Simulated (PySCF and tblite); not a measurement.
Values are calculated unless marked as measured or tabulated.
System: C7H10O, numbered as in [CH3:1][C@H:2]([OH:3])[CH:4]1[CH:5]=[CH:6][CH:7]=[CH:8]1.

Geometries: GFN2-xTB; energies: PBE0/pcSseg-1 + D3(BJ); zero-point and thermal terms from GFN2-xTB harmonic modes (soft modes blended into free rotors). Rate constants are transition-state-theory values, counting equivalent paths, without tunnelling. (PySCF 2.14 with density fitting, tblite 0.8.)

Q: What barrier does the rotation about the C2–C4 bond (torsion C1–C2–C4–C5 from -62° to 67°, rising) meet, and how fast is it at 298 K?

A: The electronic barrier is 5.6 kcal/mol and ΔG‡(298 K) 6.5 kcal/mol, over a C1 saddle with an imaginary mode of 71i cm⁻¹ (GFN2-xTB). With 1 equivalent path, k is 1.2×10⁸ s⁻¹, a mean lifetime of the start of 8.7 ns against this motion. The end lies 0.2 kcal/mol above the start in free energy.
